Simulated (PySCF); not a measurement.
H9Si4, SMILES [SiH2][SiH]([SiH3])[SiH3] (connectivity only; charge and spin as stated), charge +1, multiplicity 1.

Geometry optimised at B3LYP-D3(BJ)/def2-SVP. The spin state was assumed, not searched. The isomer is the one that the SMILES or the coordinates give; other isomers of the formula were not compared.

Calculation: TDDFT-PBE/def2-SVPD in PySCF 2.14.0.

Vertical excitations. 

```tsv
state	energy (eV)	λ (nm)	f	main pairs
S1	2.92	424	0.034	HOMO−1→LUMO 64 %, HOMO→LUMO 32 %
S2	2.97	417	0.048	HOMO→LUMO 60 %, HOMO−1→LUMO 33 %
S3	3.37	368	0.001	HOMO−2→LUMO 98 %
S4	3.55	350	0.000	HOMO−3→LUMO 99 %
S5	3.78	328	0.075	HOMO−4→LUMO 92 %
S6	3.92	316	0.006	HOMO−5→LUMO 99 %
S7	4.20	295	0.002	HOMO−6→LUMO 99 %
S8	5.14	241	0.001	HOMO−7→LUMO 99 %
S9	5.85	212	0.016	HOMO→LUMO+1 97 %
S10	6.30	197	0.001	HOMO→LUMO+2 84 %
T1	2.00	618	0	HOMO→LUMO 99 %
T2	2.40	518	0	HOMO−1→LUMO 98 %
T3	3.20	387	0	HOMO−2→LUMO 97 %
T4	3.48	356	0	HOMO−3→LUMO 87 %
```
Triplets are in the Tamm–Dancoff approximation, which puts them higher than full response would, so one can lie above its singlet here.
